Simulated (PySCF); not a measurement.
## NbN: from constants to spectrum

ROHF-CCSD(T) constants of NbN, ³Δ (triplet), unpaired electrons σ ↑, δ ↑ (Nb def2-TZVPP with ECP28, N def2-TZVPP; scalar-relativistic core potentials (PySCF 2.14); masses 92.9064 and 14.0031 u):

```
ωe                     : 1046.7 cm⁻¹
ωexe                   : 3.84 cm⁻¹
Be                     : 0.49723 cm⁻¹
αe                     : 0.00247 cm⁻¹
D (centrifugal)        : 4.49e-07 cm⁻¹
De to Nb (4d4 5s1) + N : 6.12 eV
```

Q: Give the vibrational terms G(v) and spacings up to v = 6.

A: G(v) = ωe(v+½) − ωexe(v+½)².

| v | G(v) (cm⁻¹) | G(v) − G(v−1) | Bv (cm⁻¹) |
| --- | --- | --- | --- |
| 0 | 522.4 |  | 0.4960 |
| 1 | 1561.4 | 1039.0 | 0.4935 |
| 2 | 2592.8 | 1031.3 | 0.4911 |
| 3 | 3616.4 | 1023.7 | 0.4886 |
| 4 | 4632.4 | 1016.0 | 0.4861 |
| 5 | 5640.7 | 1008.3 | 0.4836 |
| 6 | 6641.3 | 1000.6 | 0.4812 |

Q: How well does the Morse estimate ωe²/(4ωexe) reproduce De, and what is D0?

A: It gives 8.84 eV, 145 % of the computed De. D0 = De − G(0) = 6.12 − 0.06 = 6.06 eV.

Correlated steps freeze 1 core orbital. These are scalar-relativistic numbers at best; spin–orbit coupling would shift them, the dissociation energy most. The state is the lowest single determinant that the PBE0 search found; with open d or f shells the true ground state can be another one.
